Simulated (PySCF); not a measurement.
Delta-SCF ions had no search for a lower state. Excitations are Tamm–Dancoff values on a coarser integration grid. The basis has no diffuse functions, so Rydberg states are missing or too high.

Z-matrix (Å, degrees):
```
C
O 1 1.4021
C 2 1.3997 1 112.68
H 3 1.0904 2 107.72 1 -179.99
H 3 1.0997 4 108.90 2 -121.14
H 3 1.0997 4 108.90 5 -117.73
H 1 1.1094 2 111.16 3 57.28
H 1 1.1095 7 103.35 2 119.32
B 1 1.5462 7 107.74 8 113.86
H 9 1.1939 1 122.21 7 124.56
H 9 1.1971 10 120.22 1 -179.99
```
Charge 0, multiplicity 1.

Q: Estimate the S1–T1 gap (TDA), vertical ionisation energy (Delta-SCF), S1 excitation (TDA), dipole moment and LUMO that PBE0-D4/def2-TZVP run with PySCF returns for this input.

A: 
```
Quantity                                  Result
--------------------------------------  --------
S1–T1 gap (TDA)                          0.23 eV
vertical ionisation energy (Delta-SCF)   9.87 eV
S1 excitation (TDA)                      5.00 eV
dipole moment                             1.55 D
LUMO                                    -1.36 eV
```
